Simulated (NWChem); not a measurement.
TiH₄O₂; SMILES [OH][TiH2][OH]

```xyz
7

Ti     0.0000     0.0000    -0.3684
O      1.5150     0.0000     0.5154
H      2.0645     0.0000     1.3074
O     -1.5150     0.0000     0.5154
H     -2.0645     0.0000     1.3074
H      0.0000    -1.3773    -1.3778
H      0.0000     1.3773    -1.3778
```
Atoms are numbered in this order, from 1.

Results from NWChem. Medium grid unless said otherwise, to which SCAN and Minnesota functionals are sensitive. Structure relaxed at the B3LYP/6-31G* (spherical d) level.

For level Hartree-Fock/def2-SVP:

- highest occupied level (eV) = -11.68
- orbital gap (eV) = 13.48
- dipole (D) = 3.61

**Question.** How do the values read with level SCAN/def2-SVP instead?

**Answer.** 
| Quantity | Result |
|---|---|
| highest occupied level (eV) | -6.79 |
| orbital gap (eV) | 3.96 |
| dipole (D) | 4.09 |
